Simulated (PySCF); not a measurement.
Bonding in `C[Si](C)(C)O[Si](C)(C)C`

Species: C₆H₁₈OSi₂.
Numbering: `[CH3:1][Si:2]([CH3:3])([CH3:4])[O:5][Si:6]([CH3:7])([CH3:8])[CH3:9]` (hydrogens: H10, H11, H12 on C1; H13, H14, H15 on C3; H16, H17, H18 on C4; H19, H20, H21 on C7; H22, H23, H24 on C8; H25, H26, H27 on C9)

Cartesian coordinates in Å at the PBE0-D3(BJ)/def2-SVP level; atoms count from 1:
```xyz
27
C6H18OSi2 angstrom
C      2.1931   -0.5178   -1.5574
Si     1.5504    0.3527   -0.0251
C      2.8069    0.2676    1.3590
C      1.1374    2.1415   -0.4243
O      0.1762   -0.4292    0.5024
Si    -1.4683   -0.5597    0.2640
C     -2.3144    0.9269    1.0342
C     -2.0279   -2.1371    1.1009
C     -1.8235   -0.6232   -1.5794
H      2.3942   -1.5797   -1.3455
H      1.4582   -0.4702   -2.3765
H      3.1291   -0.0599   -1.9154
H      3.7562    0.7443    1.0672
H      3.0190   -0.7781    1.6308
H      2.4305    0.7797    2.2583
H      0.7369    2.6604    0.4611
H      2.0321    2.6897   -0.7609
H      0.3845    2.2088   -1.2260
H     -3.4108    0.8475    0.9586
H     -2.0088    1.8599    0.5347
H     -2.0533    1.0133    2.1007
H     -1.7916   -2.1085    2.1761
H     -1.5219   -3.0138    0.6677
H     -3.1149   -2.2819    0.9950
H     -2.9005   -0.7492   -1.7749
H     -1.2940   -1.4660   -2.0515
H     -1.4992    0.3035   -2.0796
```

Bond orders from the PBE0/pcSseg-1 density (PySCF). Geometry: PBE0-D3(BJ)/def2-SVP; no solvent, vibrations or thermal averaging.

Q: How far do the computed orders between heavy atoms stray from the drawn ones?

A: The largest departure is 0.103, at O5–Si6 (drawn single, 0.897) and Si2–O5 (drawn single, 0.898).

Q: Give the Mayer order of every bond between heavy atoms, beside its length.

A: 
| bond | drawn as | length (Å) | Mayer order |
| --- | --- | --- | --- |
| C1–Si2 | single | 1.876 | 0.963 |
| Si2–C3 | single | 1.871 | 0.960 |
| Si2–C4 | single | 1.879 | 0.949 |
| Si2–O5 | single | 1.667 | 0.898 |
| O5–Si6 | single | 1.667 | 0.897 |
| Si6–C7 | single | 1.876 | 0.962 |
| Si6–C8 | single | 1.871 | 0.960 |
| Si6–C9 | single | 1.878 | 0.950 |

Q: And the bonds to hydrogen?

A: C–H: 0.95 to 0.96 (18 bonds).

Q: Sum the orders of all bonds at each heavy atom with more than one neighbour and set the sums beside the valence in the SMILES.

A: C1 3.818 (drawn 4), Si2 3.770 (drawn 4), C3 3.821 (drawn 4), C4 3.805 (drawn 4), O5 1.795 (drawn 2), Si6 3.769 (drawn 4), C7 3.817 (drawn 4), C8 3.821 (drawn 4), C9 3.806 (drawn 4). Orders between atoms that aren't bonded are not in these sums.

Mayer orders depend on the basis set.

The run behind these numbers computed NMR shieldings as well. The run took 62 s on one thread of an Arm Neoverse V2, no GPU (shared host).
